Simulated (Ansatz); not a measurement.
A nudged elastic band was laid between two geometries of CH7BOSi2 (12 atoms, charge 0, multiplicity 1).

These are results of RKS PBE-D4/def2-SVP in Ansatz, not measurements.

```yaml
movable_images: 7
climbing_image: yes
spring: 5.0 eV/Å²
optimiser: quadratic models (default)
start_path: IDPP
force_threshold: 0.05 eV/Å
iteration_limit: 60
end_points: relaxed
```

Image 0:

```xyz
12
Properties=species:S:1:pos:R:3
O -0.643 1.904 1.207
B 0.138 0.905 1.708
Si 0.810 -0.458 0.409
C 0.554 -0.081 -1.471
Si -0.806 -1.318 -0.986
H -0.986 2.496 1.902
H 0.366 0.835 2.909
H 1.962 -1.362 0.737
H 0.248 0.957 -1.696
H 1.336 -0.441 -2.165
H -0.690 -2.693 -1.573
H -2.212 -0.800 -0.945
```

Image 8:

```xyz
12
Properties=species:S:1:pos:R:3
O 0.456 1.141 2.783
B 0.033 1.055 1.492
Si 0.753 -0.341 0.264
C 0.415 -0.052 -1.624
Si -0.890 -1.302 -1.036
H -0.018 1.830 3.287
H -0.842 1.800 1.063
H 1.955 -1.192 0.561
H 0.082 0.963 -1.906
H 1.189 -0.435 -2.314
H -0.749 -2.699 -1.561
H -2.309 -0.823 -0.975
```

Q: What changes between the two ends?

A: No bond is made or broken. The dihedral O1–B2–Si3–C4 goes from 10 to -165°.

Q: Give the energies along the band, and the barrier.

A: The run converged. The highest image is number 4 of 0 to 8, 19.1 kJ/mol above the ends, which have the same energy within 2 meV. A vibrational analysis at the climbing image gives one clearly imaginary mode, 116i cm⁻¹: a first-order saddle point.

```
image  path coordinate (Å)  energy (kJ/mol)  dihedral O1–B2–Si3–C4 (°)
    0                 0.00              0.0                         10
    1                 0.71              2.0                         -3
    2                 1.42              8.1                        -22
    3                 2.13             15.6                        -45
    4                 2.84             19.1                        -68
    5                 3.53             15.6                        -93
    6                 4.23              8.1                       -117
    7                 4.92              2.1                       -142
    8                 5.62              0.0                       -165
```

Q: What is the geometry of the highest image?

A: 
```xyz
12
Properties=species:S:1:pos:R:3
O 0.801 2.286 1.467
B 0.153 1.102 1.621
Si 0.623 -0.395 0.326
C 0.123 -0.200 -1.534
Si -0.910 -1.643 -0.806
H 0.507 2.961 2.109
H -0.697 0.978 2.493
H 1.986 -1.014 0.489
H -0.418 0.721 -1.819
H 0.896 -0.456 -2.283
H -0.603 -3.010 -1.341
H -2.384 -1.384 -0.688
```

Q: What are the harmonic wavenumbers there?

A: 116i, 86, 108, 271, 333, 422, 446, 495, 518, 555, 609, 624, 666, 723, 756, 835, 868, 873, 882, 960, 1147, 1293, 1329, 2147, 2163, 2188, 2498, 3037, 3122, 3685 cm⁻¹.

The run took 2.1 min on 2 threads of Intel(R) Xeon(R) 6975P-C (Granite Rapids), on a shared host, peak memory 0.17 GiB.
